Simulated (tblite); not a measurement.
C₃H₁₂O₂Si₂.
Atom-mapped SMILES: `[CH3:1][O:2][Si@H:3]([CH3:4])[O:5][SiH2:6][CH3:7]` (hydrogens: H8, H9, H10 on C1; H11 on Si3; H12, H13, H14 on C4; H15, H16 on Si6; H17, H18, H19 on C7)

Computed with GFN2-xTB (tblite), gas phase: L-BFGS steps from a force-field or distance-geometry start until the largest atomic force falls under 0.01 eV/Å.

Step 53: E = -660.6128 eV
```
atom  x, y, z in Å  |  force x, y, z in eV/Å
C1     -1.6144    1.1922    2.1277    0.000  -0.014   0.001
O2     -1.8435    0.3301    1.0522   -0.008   0.018  -0.003
Si3    -1.2130    0.3305   -0.4374    0.031  -0.004   0.011
C4     -2.0258   -1.1675   -1.2435    0.008   0.031   0.012
O5      0.4069    0.1656   -0.3633   -0.005   0.020  -0.032
Si6     1.8419   -0.0789   -1.0855   -0.020  -0.016   0.007
C7      3.1162   -0.4726    0.2615   -0.041   0.011  -0.021
H8     -2.2762    0.8840    2.9388    0.032   0.028   0.025
H9     -0.5746    1.1298    2.4585   -0.023   0.012  -0.012
H10    -1.8358    2.2273    1.8534    0.015  -0.038   0.002
H11    -1.4495    1.5971   -1.1345    0.027  -0.009   0.007
H12    -1.6093   -1.3459   -2.2279    0.011   0.011  -0.022
H13    -1.8753   -2.0625   -0.6501   -0.003  -0.046   0.010
H14    -3.0933   -1.0180   -1.3527   -0.021  -0.019  -0.018
H15     2.1863    1.1577   -1.7914   -0.006   0.018  -0.018
H16     1.6951   -1.1971   -2.0223    0.003   0.007  -0.010
H17     4.1055   -0.5761   -0.1732    0.003  -0.004  -0.003
H18     2.8836   -1.4010    0.7743   -0.005  -0.013   0.031
H19     3.1654    0.3146    1.0079    0.003   0.007   0.030
```

Step 54: E = -660.6134 eV
```
atom  x, y, z in Å  |  force x, y, z in eV/Å
C1     -1.6072    1.1895    2.1252    0.001  -0.024   0.010
O2     -1.8379    0.3242    1.0532   -0.010   0.026  -0.019
Si3    -1.2135    0.3320   -0.4387    0.018  -0.009  -0.007
C4     -2.0254   -1.1673   -1.2427    0.002   0.013   0.007
O5      0.4075    0.1789   -0.3741   -0.015   0.011  -0.025
Si6     1.8438   -0.0771   -1.0892   -0.024  -0.008   0.014
C7      3.1090   -0.4724    0.2655   -0.031   0.009  -0.009
H8     -2.2641    0.8781    2.9384    0.023   0.038   0.047
H9     -0.5661    1.1292    2.4504   -0.008   0.020   0.000
H10    -1.8324    2.2240    1.8517    0.011  -0.045  -0.002
H11    -1.4613    1.5985   -1.1314    0.029  -0.003   0.003
H12    -1.6102   -1.3471   -2.2276    0.013   0.009  -0.015
H13    -1.8750   -2.0615   -0.6476    0.005  -0.043   0.004
H14    -3.0936   -1.0205   -1.3516   -0.016  -0.009  -0.016
H15     2.1946    1.1577   -1.7940    0.001   0.023  -0.026
H16     1.6948   -1.1960   -2.0238    0.004  -0.001  -0.015
H17     4.1009   -0.5796   -0.1627   -0.003  -0.005   0.001
H18     2.8708   -1.3981    0.7809   -0.005  -0.012   0.021
H19     3.1555    0.3167    1.0104    0.005   0.009   0.025
```

Q: Estimate the geometry and energy of step 55. (The exact step hangs on the optimiser's Hessian estimate; all steps are aligned on step 54, rigid shifts and turns removed.)

A: E = -660.6140 eV, largest force 0.075 eV/Å
```
atom  x, y, z in Å  |  force x, y, z in eV/Å
C1     -1.6001    1.1862    2.1231    0.003  -0.025   0.016
O2     -1.8321    0.3192    1.0537   -0.015   0.021  -0.025
Si3    -1.2145    0.3337   -0.4407   -0.003  -0.009  -0.020
C4     -2.0256   -1.1675   -1.2416   -0.005  -0.014  -0.002
O5      0.4072    0.1935   -0.3873   -0.017   0.000  -0.012
Si6     1.8455   -0.0752   -1.0925   -0.018   0.006   0.013
C7      3.1017   -0.4720    0.2699   -0.014   0.003   0.009
H8     -2.2520    0.8729    2.9389    0.014   0.039   0.062
H9     -0.5577    1.1291    2.4430    0.011   0.022   0.012
H10    -1.8288    2.2198    1.8503    0.005  -0.037  -0.006
H11    -1.4740    1.6000   -1.1287    0.029   0.005  -0.003
H12    -1.6107   -1.3478   -2.2270    0.010   0.007  -0.004
H13    -1.8754   -2.0618   -0.6456    0.011  -0.026  -0.006
H14    -3.0944   -1.0231   -1.3506   -0.005   0.000  -0.014
H15     2.2039    1.1582   -1.7967    0.005   0.017  -0.027
H16     1.6949   -1.1956   -2.0247    0.006  -0.004  -0.017
H17     4.0959   -0.5829   -0.1530   -0.012  -0.006   0.007
H18     2.8591   -1.3956    0.7880   -0.006  -0.006   0.006
H19     3.1474    0.3183    1.0142    0.003   0.007   0.012
```

The energy changes by -0.0005 eV. The first-order estimate −F·Δx gives -0.0007 eV and the mean of the old and new forces, exact on a quadratic surface, -0.0005 eV. The step makes an angle of 82° with the force vector and moves no atom by more than 0.020 Å.

The cost below is that of the whole relaxation. Hardware: one thread, Arm Neoverse V1 (aarch64) (shared host). Cost: 1.2 s.
